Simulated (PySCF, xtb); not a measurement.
In(F)(Cl)(OMe) (CH3ClFInO), SMILES C[O][In]([F])[Cl].

xtb with GFN2-xTB at its own geometry gives an orbital gap of 2.32 eV and a dipole moment of 4.09 D.

Coordinates come from a PBE0-D3(BJ)/def2-SVP optimisation. The structure was generated by enumeration; whether it is a known compound was not checked. The def2 effective core potentials stand for the cores of In; spin–orbit coupling is left out. Other conformers were not sampled.

Task: What does ωB97X/def2-TZVP run with PySCF give? (An estimate is asked for; the answer gives what the named calculation found.)

Result: gap 9.97 eV (levels -10.79 and -0.82 eV), dipole 2.17 D.
